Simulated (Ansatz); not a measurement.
`OC[O][SnH3]`, relaxed with RKS PBE-D4/def2-SVP in Ansatz 0.2.0 from a rough embedded geometry. The force threshold is 0.03 eV/Å; the program also tests the step.

Total charge 0; spin multiplicity 1. Sn takes the def2 core potential.

Start:

```xyz
10

O     1.927    0.720   -1.220
C     0.685    0.404   -0.777
O     0.759   -0.088    0.553
Sn   -1.129   -0.345    1.141
H     2.449   -0.191   -1.272
H     0.112    1.353   -0.833
H     0.210   -0.326   -1.446
H    -1.828   -1.592    0.097
H    -1.115   -0.991    2.742
H    -2.071    1.057    1.016
```

```tsv
step	energy (eV)	largest force (eV/Å)	largest move (Å)
1	-11049.1215	2.678	0.000
2	-11049.3680	1.118	0.180
3	-11049.4288	0.317	0.088
4	-11049.4362	0.502	0.122
5	-11049.4459	0.102	0.027
6	-11049.4473	0.046	0.035
7	-11049.4479	0.026	0.041
8	-11049.4481	0.028	0.033
```

End:

```xyz
10

O     2.066    0.592   -1.195
C     0.713    0.488   -0.879
O     0.576    0.050    0.453
Sn   -1.249   -0.441    1.178
H     2.453   -0.290   -1.028
H     0.289    1.512   -1.034
H     0.175   -0.214   -1.582
H    -1.903   -1.678    0.156
H    -0.875   -0.995    2.761
H    -2.244    0.976    1.170
```

It took 6 s on 4 threads of an INTEL XEON PLATINUM 8581C on a shared host, with 0.16 GiB of host memory at the peak.
